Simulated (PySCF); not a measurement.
SrTl⁺ at r²SCAN

Level: r²SCAN. PySCF, scalar-relativistic core potentials, basis sets Sr def2-SVPD with ECP28, Tl def2-SVPD with ECP60.

```json
{"state": "¹Σ⁺ (singlet), closed shell", "bond length": "3.830 Å", "harmonic wavenumber": "71.9 cm⁻¹", "force constant": "0.187 mdyn/Å", "rotational constant Be": "0.01868 cm⁻¹", "anharmonicity ωexe": "0.156 cm⁻¹", "vibration–rotation constant αe": "5.68e-05 cm⁻¹", "HOMO–LUMO gap": "1.47 eV", "bond order (Mayer)": "0.94", "dipole moment (positive dipole points towards Tl; it is taken about the centre of mass and depends on that origin)": "-7.23 D"}
```

Closed-shell solutions of metal pairs were not tested for spin polarisation, which can lower them a little. These are scalar-relativistic numbers at best; spin–orbit coupling would shift them, the dissociation energy most.
